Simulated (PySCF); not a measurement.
# Working out the ionisation energy of S⁺

S⁺ [Ne] 3s2 3p3 (4S) → S²⁺ [Ne] 3s2 3p2 (3P). Computed with PySCF 2.14 in aug-cc-pCVTZ-DK (8s7p5d3f, 75 functions), with scalar relativity by spin-free X2C-1e. Frozen: nothing. Energies in hartree (1 hartree = 27.21139 eV):

```csv
part,S⁺ (lower),S²⁺ (upper)
UHF,-398.252070,-397.417584
MP2 opposite-spin,-0.305435,-0.295066
MP2 same-spin,-0.117269,-0.103602
```

Q: What does Hartree-Fock give?

A: (-397.417584) − (-398.252070) = 0.834486 hartree = 22.708 eV.

Q: What do MP2 and SCS-MP2 (6/5 opposite-spin, 1/3 same-spin) give?

A: The opposite-spin parts differ by 0.282 eV and the same-spin parts by 0.372 eV. MP2: 22.708 + (0.282) + (0.372) = 23.362 eV. SCS-MP2: 22.708 + 1.2 × (0.282) + (0.372)/3 = 23.170 eV.

A first-order spin-orbit estimate adds -0.062 eV to MP2 (all electrons), giving 23.300 eV against 23.338 eV (measured; NIST Atomic Spectra Database, ionization energies).

What remains against the reference includes basis incompleteness and correlation beyond second order.
